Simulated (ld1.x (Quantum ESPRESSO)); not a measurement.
gallium (Ga), RRKJ: configuration errors across variants

gallium, norm-conserving RRKJ (Kleinman–Bylander form), made with ld1.x (Quantum ESPRESSO) 7.5 (LDA (PZ), scalar-relativistic). Core [Ar], reference 3d10 4s1.5 4p1.5. Waves: 4s (bound): rc 1.85 bohr; 4p (bound): rc 2.55 bohr; 3d (bound): rc 1.35 bohr. Local part: the d channel. Core correction: none. rho0 = 0.01.

All-electron excitation energies from the reference (eV): (1) 3d10 4s2 4p1 -3.263; (2) 3d10 4s2 4p0 2.625; (3) 3d10 4s1 4p0 24.128; (4) 3d9 4s0 4p0 119.951; (5) 3d10 4s2 4p1.3 -3.841; (6) 3d10 4s1 4p1 10.075; (7) 3d10 4s1 4p2 3.349; (8) 3d10 4s1.5 4p1.5 spin -0.575; (9) 3d10 4s2 4p1 spin -3.397.

Spin tests fill each open shell by Hund’s rule, majority spin first.

3 further variants failed, have other tests or too few solved ones, and are left out.

A true bound ghost makes a file unfit for plane-wave use even where its test errors are small: the radial tests pick states by their node count and pass the ghost by. Where a test does run into it, the solver fails or the error is huge.

Errors AE − PS in meV (a dash: test not solved or not reliable):

| change | (1) | (2) | (3) | (4) | (5) | (6) | (7) | (8) | (9) | bound ghosts |
| --- | --- | --- | --- | --- | --- | --- | --- | --- | --- | --- |
| base | +0.4 | -0.8 | +5.7 | +55 | +0.6 | +0.6 | -0.2 | +12 | +2.0 | s, p |
| all radii scaled by about 0.90 (s 1.66, p 2.28, d 1.22 bohr) | +0.3 | -1.4 | +4.2 | +109 | +0.5 | +0.6 | -0.4 | +14 | +2.1 | s, p |
| all radii scaled by about 1.06 (s 1.96, p 2.72, d 1.44 bohr) | +0.4 | -0.6 | +5.6 | -6.0 | +0.7 | +0.5 | -0.1 | +11 | +1.8 | s, p |
| all radii scaled by about 1.33 (s 2.46, p 3.38, d 1.78 bohr) | +0.4 | -1.2 | -5.8 | -349 | +0.6 | +1.0 | -0.1 | +1.0 | +0.5 | s |
| all radii scaled by about 1.39 (s 2.58, p 3.54, d 1.88 bohr) | -0.3 | -1.5 | -12 | -413 | -0.2 | -2.0 | -0.9 | -2.4 | -0.6 | s |

(1) Give the same row for: all radii scaled by about 1.16 (s 2.14, p 2.96, d 1.56 bohr).

Answers

(1) –, –, –, –, –, –, –, –, –; bound ghosts: s, p. Not counted: all (the test run did not reproduce the reference configuration, from which every error is measured).
